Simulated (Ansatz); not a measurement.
Consider the formal hydrolysis of the Si–S bond: `[CH3][SnH2][SiH2]S` + H₂O → `[CH3][SnH2][SiH2]O` + H₂S.

Isolated molecules relaxed with PBE0-D4/def2-TZVP in Ansatz; ΔE leaves out vibrations. CBS: MP2 limit from def2 TZ/QZ plus the TZ coupled-cluster correction, frozen cores. This one scheme is used for every species. Functionals use def2-TZVPP. B3LYP here is the variant with VWN-RPA as its local correlation; programs differ in this. Elements past krypton have def2 core potentials. For Sn outer-core shells are correlated without core-valence functions, which leaves a few kJ/mol of doubt a bond. Each species was taken in one conformer, which may not be the lowest.

`[CH3][SnH2][SiH2]S`:

Cartesian coordinates in Å:
```
C -0.361 0.310 2.021
Sn -0.855 0.745 -0.017
Si 0.235 -1.002 -1.548
S 2.368 -0.977 -1.277
H -0.831 -0.626 2.325
H -0.711 1.113 2.670
H 0.720 0.213 2.119
H -0.233 2.288 -0.432
H -2.556 0.791 -0.213
H -0.150 -2.382 -1.152
H -0.128 -0.811 -2.979
H 2.503 0.338 -1.516
```

H₂O:

```xyz
3

O     0.234    0.222   -0.218
H     0.489   -0.390    0.477
H    -0.723    0.168   -0.259
```

`[CH3][SnH2][SiH2]O`:

Cartesian coordinates in Å:
```
C 1.443 -0.920 -1.282
Sn 0.183 0.737 -0.759
Si -0.829 0.466 1.594
O -1.890 -0.803 1.668
H 2.287 -0.974 -0.595
H 0.878 -1.850 -1.222
H 1.819 -0.795 -2.298
H -1.078 0.845 -1.920
H 1.094 2.185 -0.869
H 0.231 0.141 2.582
H -1.484 1.740 2.011
H -2.654 -0.772 1.091
```

H₂S:

Cartesian coordinates in Å:
```
S -0.425 0.192 -0.408
H 0.531 -0.749 -0.434
H -0.105 0.558 0.842
```

Q: Is it downhill or uphill in electronic energy at CCSD(T)/CBS, and by how much? (Estimate.)

A: Computed: Downhill: ΔE = -3.6 kcal/mol.

Q: What do these levels give: PBE0-D4, B3LYP-D4, ωB97X-V, ωB97M-V, PBE, PBE0, B3LYP, HF/def2-TZVPP, MP2/def2-TZVPP, CCSD/def2-TZVPP, SCS-MP2/def2-QZVPP, MP2/CBS(def2)? (Estimate.)

A: Ansatz gave: PBE0-D4 -2.3, B3LYP-D4 -5.1, ωB97X-V -5.0, ωB97M-V -4.9, PBE -3.1, PBE0 -3.2, B3LYP -6.7, HF/def2-TZVPP -8.6, MP2/def2-TZVPP -3.9, CCSD/def2-TZVPP -5.6, SCS-MP2/def2-QZVPP -4.8, MP2/CBS(def2) -2.7 kcal/mol.

Largest T1 diagnostic among the species: 0.012.

The D4 term adds +1.6 kcal/mol with B3LYP and +0.9 kcal/mol with PBE0; it sums over pairs of atoms, weighted by their polarisabilities, and B3LYP, whose exchange is more repulsive, gets the larger term. In def2-TZVPP, CCSD(T) changes the Hartree–Fock value by +3.8 kcal/mol (the triples alone add +0.7 kcal/mol) and MP2 by +4.7 kcal/mol.
